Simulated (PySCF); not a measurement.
A run for PySCF: D3(BJ) and D4 dispersion corrections on C2H6O (SMILES COC).

```python
from pyscf import gto
from pyscf.dispersion import dftd3, dftd4

mol = gto.M(
    atom='''
    C    -0.19620570   -1.21288763    3.47893996
    O     0.75295559   -0.23132471    3.12501355
    C     0.50805538    1.00727162    3.75393453
    H    -1.21044792   -0.91038043    3.18885088
    H    -0.18418664   -1.40812431    4.55936586
    H     0.06659434   -2.12633557    2.94790333
    H    -0.47477765    1.40868051    3.47599188
    H     1.28019947    1.69932853    3.42181574
    H     0.55270828    0.91524882    4.84714893
    ''',
    basis='def2-svp',
    charge=0, spin=0, verbose=0, max_memory=1800)
d3, d4 = {}, {}
for xc in ['hf', 'pbe', 'blyp', 'revpbe', 'tpss', 'r2scan', 'b3lyp', 'pbe0', 'bhlyp', 'camb3lyp', 'b2plyp']:
    d3[xc] = float(dftd3.DFTD3Dispersion(mol, xc=xc, version='d3bj', atm=False).get_dispersion()['energy'])
    print(f'D3(BJ) {xc:10s} {d3[xc]:14.8f} Eh')
for xc in ['hf', 'pbe', 'blyp', 'revpbe', 'tpss', 'r2scan', 'b3lyp', 'pbe0', 'bhlyp', 'camb3lyp', 'b2plyp']:
    d4[xc] = float(dftd4.DFTD4Dispersion(mol, xc={'camb3lyp': 'cam-b3lyp'}.get(xc, xc), atm=True).get_dispersion()['energy'])
    print(f'D4     {xc:10s} {d4[xc]:14.8f} Eh')
```

Program output:

```
D3(BJ) hf            -0.03679721 Eh
D3(BJ) pbe           -0.00413139 Eh
D3(BJ) blyp          -0.00840646 Eh
D3(BJ) revpbe        -0.01121541 Eh
D3(BJ) tpss          -0.00500306 Eh
D3(BJ) r2scan        -0.00108407 Eh
D3(BJ) b3lyp         -0.00677873 Eh
D3(BJ) pbe0          -0.00336989 Eh
D3(BJ) bhlyp         -0.00500977 Eh
D3(BJ) camb3lyp      -0.00277955 Eh
D3(BJ) b2plyp        -0.00293130 Eh
D4     hf            -0.01556663 Eh
D4     pbe           -0.00367631 Eh
D4     blyp          -0.00851150 Eh
D4     revpbe        -0.01453799 Eh
D4     tpss          -0.00499510 Eh
D4     r2scan        -0.00090944 Eh
D4     b3lyp         -0.00584611 Eh
D4     pbe0          -0.00301692 Eh
D4     bhlyp         -0.00376664 Eh
D4     camb3lyp      -0.00295031 Eh
D4     b2plyp        -0.00254502 Eh
```

The run finished.

Cost: about 0.04 core-seconds (a rough figure).
